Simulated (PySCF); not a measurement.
Cl2MoO, neutral, multiplicity 3. Atoms are numbered in the order given.

```xyz
4

Mo     0.0000     0.0000    -0.3082
O      0.0000     0.0000    -1.9508
Cl     0.0000    -1.9714     0.8397
Cl     0.0000     1.9714     0.8397
```
Charge 0, spin multiplicity 3.

Coordinates come from a PBE0-D3(BJ)/def2-SVP optimisation. The spin state was assumed, not searched. The def2 effective core potentials stand for the cores of Mo; spin–orbit coupling is left out.

Computed with PBE0/def2-TZVPD (PySCF).

Mulliken values depend strongly on the basis, most of all with diffuse functions as here. ESP charges are fitted to the potential on shells at 1.4 to 2.0 van der Waals radii. Atomic charges (e):

```csv
atom,ESP fit,Mulliken,Mulliken spin
Mo1,0.64,1.49,2.14
O2,-0.25,-0.63,-0.15
Cl3,-0.20,-0.43,0.01
Cl4,-0.20,-0.43,0.01
```
